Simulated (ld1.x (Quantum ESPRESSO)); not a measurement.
## oxygen (O): from the effect back to the setting (PAW)

Base potential:

* Element: O
* Generator: ld1.x (Quantum ESPRESSO) 7.5
* Type: PAW
* Functional: PBEsol
* Relativity: scalar-relativistic
* Frozen core: [He]
* Valence charge: 6
* Reference configuration: 2s1 2p5
* Partial waves: 2s (bound): rcut 0.65, rcutus 0.80 bohr; 2s channel at -1.45 Ry: rcut 0.65, rcutus 0.80 bohr; 2p (bound): rcut 0.80, rcutus 1.10 bohr; 2p channel at 1 Ry: rcut 0.80, rcutus 1.10 bohr; 3d channel at 0.45 Ry: rcut 0.80, rcutus 1.05 bohr
* Local potential: all-electron potential smoothed inside 0.75 bohr (lloc = -1)
* Core correction: Bessel-smoothed model core inside 0.75 bohr
* Augmentation charge: BESSEL, radius 0.60 bohr

Cutoffs, loose and tight: the cutoffs (Ry, on a coarse ladder) from which the occupation-weighted sum of valence levels, in a spherical-Bessel basis at the reference potential, stays within 10 and 1 mRy of its value at 400 Ry. They do not see the model core or the augmentation charge, which bear on the density cutoff. Test errors are all-electron minus pseudo excitation energies from the reference, over the configurations 2s2 2p4; 2s2 2p3; 2s2 2p2; 2s2 2p4.3; 2s1 2p4; 2s2 2p1; 2s2 2p0; variants that change the core or the reference have their own tests.

Only the scale of all radii but the core radius (base = 1) is moved (2 further runs of the sweep failed or gave no value and are left out):

| scale of all radii but the core radius (base = 1) | cutoff, loose | cutoff, tight | bound ghosts | largest test error (meV) |
| --- | --- | --- | --- | --- |
| 0.93 | 70 Ry | 120 Ry | none | +1.8 over the solved tests; test run stopped at test 7 of 7 (negative rho) |
| 1 | 60 Ry | 100 Ry | none | -6.2 over the solved tests; test run stopped at test 7 of 7 (negative rho) |
| 1.05 | 55 Ry | 90 Ry | none | -7.4 over the solved tests; test run stopped at test 7 of 7 (negative rho) |
| 1.2 | 40 Ry | 70 Ry | none | -8.3 over the solved tests; test run stopped at test 7 of 7 (negative rho) |
| 1.32 | 35 Ry | 55 Ry | none | -12 |
| 1.4 | 30 Ry | 50 Ry | none | -11 |

Question: One more run gave cutoff, loose: 45 Ry; cutoff, tight: 80 Ry; bound ghosts: none; largest test error (meV): -8.5 over the solved tests; test run stopped at test 7 of 7 (negative rho). Which value of the scale of all radii but the core radius (base = 1) was used?

Answer: 1.17. The loose cutoff moves one way along this sweep, from 70 Ry at 0.93 to 30 Ry at 1.4, which places the run between 1.05 and 1.2.
